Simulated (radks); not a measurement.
Results of a calculation; reference values are marked as such.
Q: Species: Sr4+. Configuration: [Ar] 3d10 4s1.5 4p4 4f0.5 (fractional occupations, a model configuration). Level of theory: scalar-relativistic Kohn-Sham, PBE, spin-polarised, spherical densities, finite nucleus; open shells are filled with parallel spins first (spin-orbit coupling, left out, can overturn this in heavy ions); Fermi nuclear charge, rms radius 4.224 fm (a radial shooting solver on a logarithmic mesh with Libxc functionals). Some entries of the table are withheld. Estimate them.

orbital  occ.  eigenvalue (eV)  <1/r> (bohr^-1)
1s up       1        -15991.64            38.99
1s down     1        -15991.30            38.99
2s up       1        -2211.528            8.704
2s down     1        -2211.323            8.704
2p up       3        -1971.197            8.498
2p down     3        -1970.890            8.497
3s up       1        -386.4752            2.921
3s down     1        -386.0411            2.921
3p up       3        -308.8508            2.766
3p down     3        -308.3661            2.767
3d up       5        -180.6731            2.514
3d down     5        -180.1184            2.518
4s up       1         -88.9155            1.046
4s down   0.5         -85.3910            1.050
4p up       3         -69.0945           0.9347
4p down     1         -65.5846           0.9320
4d up       0         -40.5931           0.7184
4d down     0         -37.5939           0.6992
5s up       0              (1)           0.4698
5s down     0              (2)           0.4681
4f up     0.5              (3)              (4)

A: 
(1) 5s up eigenvalue (eV): -33.2131
(2) 5s down eigenvalue (eV): -31.5282
(3) 4f up eigenvalue (eV): -19.5775
(4) 4f up <1/r> (bohr^-1): 0.3934
